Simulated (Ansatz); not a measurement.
Mulliken charges of CH4BF2Sb, SMILES `C[BH][Sb]([F])[F]` from r2SCAN/def2-TZVPP in Ansatz (PBE0-D4/def2-TZVP geometry).

```json
{"atom": "C1", "x (Å)": "-1.078", "y (Å)": "-0.353", "z (Å)": "0.444", "charge (e)": "-0.198"}
{"atom": "B2", "x (Å)": "0.418", "y (Å)": "-0.184", "z (Å)": "0.759", "charge (e)": "-0.123"}
{"atom": "Sb3", "x (Å)": "1.943", "y (Å)": "-0.095", "z (Å)": "-0.946", "charge (e)": "0.983"}
{"atom": "F4", "x (Å)": "0.609", "y (Å)": "-0.370", "z (Å)": "-2.298", "charge (e)": "-0.466"}
{"atom": "F5", "x (Å)": "1.771", "y (Å)": "1.820", "z (Å)": "-0.924", "charge (e)": "-0.457"}
{"atom": "H6", "x (Å)": "-1.315", "y (Å)": "-0.850", "z (Å)": "-0.497", "charge (e)": "0.089"}
{"atom": "H7", "x (Å)": "-1.396", "y (Å)": "0.699", "z (Å)": "0.312", "charge (e)": "0.084"}
{"atom": "H8", "x (Å)": "-1.683", "y (Å)": "-0.744", "z (Å)": "1.265", "charge (e)": "0.083"}
{"atom": "H9", "x (Å)": "0.819", "y (Å)": "0.031", "z (Å)": "1.868", "charge (e)": "0.006"}
```

Question: By hand: the dipole of these point charges (1 e Å = 4.8032 D).

Answer: Σ q r = (0.610, -0.739, 0.480) e Å, of length 1.072 e Å = 5.15 D.

Question: How does the dipole of the full density compare? (Estimate.)

Answer: The calculation gave: (0.027, -0.424, 0.490) e Å, 3.12 D; the point charges give 1.65 times that, at 36° from its direction.

Point charges leave out the atoms' own dipoles, such as those of lone pairs, and Mulliken's split depends on the basis, so the two needn't agree.
